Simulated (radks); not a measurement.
Values are calculated unless marked as measured or tabulated.
Charge is removed step by step from the 5s1/2 level of Sn, starting from [Kr] 4d10 5s2 5p2. Level of theory: Dirac Kohn-Sham, BLYP, spin-unpolarised, spherical densities, point nucleus; open shells fill j = l - 1/2 first (a radial shooting solver on a logarithmic mesh with Libxc functionals).

removed (e),E - E(0) (eV),eigenvalue (eV),E minus straight line (eV)
0,0.000,-10.236,0.000
0.1,1.062,-10.998,-0.363
0.2,2.200,-11.775,-0.648
0.3,3.417,-12.567,-0.855
0.4,4.714,-13.373,-0.982
0.5,6.092,-14.191,-1.028
0.6,7.553,-15.021,-0.992
0.7,9.097,-15.862,-0.872
0.8,10.725,-16.714,-0.667
0.9,12.440,-17.576,-0.377
1,14.241,-18.448,0.000

Removing the whole electron costs 14.241 eV by Delta-SCF, against 10.236 eV from minus the eigenvalue at the starting occupation. Slater's transition state (half an electron removed) gives 14.191 eV. Integrating minus the eigenvalue over the occupation (Janak's theorem) gives 14.241 eV. The mean slope of the eigenvalue, de/dn, is 8.21 eV per electron.
